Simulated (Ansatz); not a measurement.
Calculated with Ansatz (gas phase, PBE0-D4/def2-TZVP geometries, no zero-point term in ΔE). CCSD(T)/CBS adds triple-zeta CCSD(T) − MP2 to the extrapolated MP2 energy (def2 sets, frozen cores). This one scheme is used for every species. Each species was taken in one conformer, which may not be the lowest.

Reaction (ligand exchange at the Si–O bond): `CS[SiH2]O[SiH3]` + CH₃OH → `CO[SiH2]SC` + `O[SiH3]`

```csv
species,CCSD(T)/CBS(def2) energy (Eh)
`CS[SiH2]O[SiH3]`,-1094.08326
CH₃OH,-115.61712
`CO[SiH2]SC`,-843.00374
`O[SiH3]`,-366.69042
```

Q: Work out ΔE.

A: ΔE = (-843.00374) + (-366.69042) − (-1094.08326) − (-115.61712) = 0.00622 Eh = +0.17 eV.

Largest T1 diagnostic among the species: 0.011.

The D4 term adds +0.04 eV with B3LYP and +0.02 eV with PBE0; it sums over pairs of atoms, weighted by their polarisabilities, and B3LYP, whose exchange is more repulsive, gets the larger term. In def2-TZVPP, CCSD(T) changes the Hartree–Fock value by −0.04 eV (the triples alone add −0.01 eV) and MP2 by −0.05 eV.

B3LYP here is the variant with VWN-RPA as its local correlation; programs differ in this.
